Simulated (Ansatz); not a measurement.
CH5BN2 (`NC1BN1`) at its PBE0-D4/def2-TZVP geometry, where that method's forces vanish. The species carries charge 0 and has multiplicity 1.

```xyz
9

N    -1.0581    0.6415    0.7560
C     0.2171    0.4827    0.1468
B     1.0338   -0.8424    0.1563
N     0.4231   -0.4561   -0.9797
H    -1.4892   -0.2388    1.0007
H    -1.7039    1.1786    0.1910
H     0.7181    1.4428    0.0280
H     1.6854   -1.6991    0.6526
H     0.1739   -0.5091   -1.9518
```

(1) What forces (eV/Å) does B3LYP-D4/def2-TZVPP give on these atoms in Ansatz 0.2.0? (An estimate is asked.)

Answers

(1) Computed: 
```
N1  -0.204  0.025  0.080
C2   0.232  0.250  0.121
B3   0.129 -0.162  0.074
N4   0.028 -0.165 -0.235
H5  -0.034  0.007  0.013
H6  -0.035  0.008  0.015
H7  -0.042 -0.051  0.007
H8  -0.073  0.097 -0.052
H9  -0.002 -0.009 -0.023
```

B3LYP here is the variant with VWN-RPA as its local correlation; programs differ in this.
